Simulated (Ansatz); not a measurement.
Total energies of [AlF4]- (AlF₄⁻) from Ansatz at PBE0-D4/def2-TZVPD, gas phase (1 Eh = 27.2114 eV = 2625.5 kJ/mol). The reference geometry is relaxed at r2SCAN-D4/def2-SVPD.

```tsv
atom	x (Å)	y (Å)	z (Å)
Al1	0.000	0.000	0.000
F2	-1.354	-0.568	0.881
F3	-0.196	1.668	-0.333
F4	0.127	-0.865	-1.472
F5	1.422	-0.234	0.924
```

| state | geometry | energy (Eh) |
| --- | --- | --- |
| charge -1 singlet | reference | -641.91283 |
| charge 0 doublet | reference | -641.62640 |
| charge 0 doublet | relaxed at r2SCAN-D4/def2-SVPD | -641.62746 |

Q: Work out the vertical ionisation energy to the doublet.

A: E(charge 0 doublet) − E(charge -1 singlet) = -641.62640 − (-641.91283) = 0.28643 Eh = 7.79 eV. For comparison, −ε of the highest occupied level is 5.46 eV at this level, 2.33 eV less.

Q: How much does the charge 0 doublet relax, and what is the adiabatic ionisation energy?

A: Relaxation: -641.62640 − (-641.62746) = 0.00106 Eh = 0.03 eV. Adiabatic ionisation energy: 0.28537 Eh = 7.77 eV, without zero-point energy.
